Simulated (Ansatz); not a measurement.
The inner images of a band of Cl2Zn + H2 (5 atoms, charge 0, multiplicity 1) are given out of order.

All numbers below come from RKS LDA/def2-SVP in Ansatz 0.2.0.

Initial state:

```xyz
5
Properties=species:S:1:pos:R:3
Zn 0.147 0.000 0.330
Cl 0.725 0.000 2.325
Cl -0.136 0.000 -1.728
H -2.092 0.000 0.401
H -1.928 0.000 1.175
```

Final state:

```xyz
5
Properties=species:S:1:pos:R:3
Zn -0.888 0.000 -0.350
Cl 0.236 0.000 2.094
Cl 0.694 0.000 -1.706
H -2.250 0.000 0.348
H -1.076 0.000 2.118
```

Q: Put them in order from the first end to the last, with their energies above the first end.
A.
```xyz
5
Properties=species:S:1:pos:R:3
Zn 0.089 0.000 0.225
Cl 0.579 0.000 2.252
Cl 0.052 0.000 -1.846
H -2.210 0.000 0.599
H -1.796 0.000 1.274
```
B.
```xyz
5
Properties=species:S:1:pos:R:3
Zn -0.624 0.000 -0.102
Cl 0.194 0.000 2.153
Cl 0.421 0.000 -1.896
H -2.035 0.000 0.747
H -1.241 0.000 1.601
```
C.
```xyz
5
Properties=species:S:1:pos:R:3
Zn -0.405 0.000 0.021
Cl 0.345 0.000 2.102
Cl 0.303 0.000 -1.932
H -2.066 0.000 0.833
H -1.461 0.000 1.479
```
D.
```xyz
5
Properties=species:S:1:pos:R:3
Zn -0.130 0.000 0.123
Cl 0.462 0.000 2.154
Cl 0.212 0.000 -1.923
H -2.172 0.000 0.764
H -1.656 0.000 1.385
```
E.
```xyz
5
Properties=species:S:1:pos:R:3
Zn -0.812 0.000 -0.266
Cl 0.180 0.000 2.209
Cl 0.581 0.000 -1.808
H -2.128 0.000 0.551
H -1.106 0.000 1.816
```

A: A (+2.8 kJ/mol), D (+18.3 kJ/mol), C (+58.6 kJ/mol), B (+90.6 kJ/mol), E (+78.9 kJ/mol).

Run time: 46 s on 1 thread of Arm Neoverse V1, with other jobs on the host, peak memory 0.16 GiB.
